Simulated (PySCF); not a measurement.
## Relaxation of quartet ReO2

Computed with PySCF, UPBE0, basis Re def2-TZVP with ECP60, O def2-TZVP (scalar-relativistic core potentials, no spin–orbit coupling, density fitting). A (50,194) grid was used.

A hand-made linear start, of D∞h symmetry, held to at least that symmetry:

```xyz
3
charge 0 multiplicity 4, angstrom
Re    0.0000    0.0000    0.0000
O     0.0000    0.0000    1.7600
O     0.0000    0.0000   -1.7600
```

Question: What does it relax to?

Answer: It ends at D∞h with Re–O 1.740 Å (×2); O–Re–O 180.0°. A frequency run shows 2 imaginary modes (one degenerate set), down to 229i cm⁻¹, so it is a higher-order saddle point.

Question: How much energy is released, and in how many steps?

Answer: 2.2 kJ/mol in 3 steps.

Other spin states or occupations of the open shell can lie lower. With an element this heavy the missing spin–orbit coupling can shift these numbers.

The relaxation took roughly 21 core-seconds on a shared host.
